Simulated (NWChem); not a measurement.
BH$_{3}$Se$_{2}$; SMILES [SeH]B[SeH]

```xyz
6

B      0.0000     0.0000    -0.8466
H      0.0000     0.0000    -2.0482
Se    -1.6630     0.0000     0.1240
H     -2.5124     0.0000    -1.0763
Se     1.6630     0.0000     0.1240
H      2.5124     0.0000    -1.0763
```
Atoms are numbered in this order, from 1.

Program: NWChem. Pople sets run with spherical d functions. Geometry: optimised at PBE0/def2-SVP. Total energies compare along this basis series because the functional is fixed.

| level | basis functions | energy (Ha) | highest occupied level (eV) | orbital gap (eV) | dipole (D) | relative time |
|---|---|---|---|---|---|---|
| B3LYP/STO-3G | 44 | -4776.1232 | -4.45 | 6.38 | 1.73 | 1 |
| B3LYP/3-21G | 59 | -4806.9437 | -6.59 | 5.54 | 1.19 | 1 |
| B3LYP/6-31G* | 84 | -4829.2701 | -6.72 | 5.63 | 1.33 | 5 |
| B3LYP/6-311G** | 124 | -4829.8085 | -6.82 | 5.50 | 1.10 | 6 |

Relative times are rough (shared machine, one core).
